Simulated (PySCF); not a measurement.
## NiB: from constants to spectrum

HSE06 constants of NiB, ²Σ⁺ (doublet), unpaired electrons σ ↑ (basis Ni x2c-TZVPPall, B x2c-TZVPPall; spin-free X2C with a Gaussian nucleus; PySCF 2.14; masses 57.9353 and 11.0093 u):

* ωe: 822.4 cm⁻¹
* ωexe: 6.58 cm⁻¹
* Be: 0.6649 cm⁻¹
* αe: 0.00613 cm⁻¹

Problem. What force constant and bond length do these constants imply?

Solution. Reduced mass μred = 9.2513 u; k = 5.8918×10⁻⁷·μred·ωe² (u, cm⁻¹, mdyn/Å) = 3.69 mdyn/Å; Re = √(16.8576/(μred·Be)) (u, cm⁻¹, Å) = 1.655 Å.

Problem. Estimate the centrifugal constant D from the Kratzer relation and find the Dunham coefficient a1.

Solution. D = 4Be³/ωe² = 1.74e-06 cm⁻¹; a1 = −1 − αeωe/(6Be²) = -2.90.

De is left out where the level can put another filling of the metal’s s and d shells below the measured ground configuration, by anything from nothing to about 1 eV. With d or f electrons several states lie close, and the lowest PBE0 determinant need not be the measured ground state.
